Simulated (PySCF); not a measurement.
**Electron correlation in S⁺ (sulfur, charge +1)**

[Ne] 3s2 3p3, high-spin 4S determinant. Computed with PySCF 2.14 in cc-pVDZ-DK (4s3p1d, 18 functions), with scalar relativity by spin-free X2C-1e. Frozen: [Ne]; 5 electrons correlated.

MP2 pair energies summed by pair of shells (mhartree):

```tsv
pair	energy	share (%)
3s-3p	-43.96	64.8
3p-3p	-16.24	23.9
3s-3s	-7.64	11.3
```

Total MP2 correlation energy: -67.84 mhartree.

Same-spin part -18.27 and opposite-spin part -49.58 mhartree; SCS-MP2 scales them by 1/3 and 6/5 to -65.58 mhartree.

```
  level  correlation energy (mhartree)
   CCSD                         -86.26
    (T)                          -0.90
CCSD(T)                         -87.16
```

Diagnostics: T1 = 0.0018, D1 = 0.0049, largest double amplitude 0.062.

**Question.** Is a single reference adequate?

**Answer.** Yes: T1 lies below 0.03 and no double amplitude reaches 0.07.
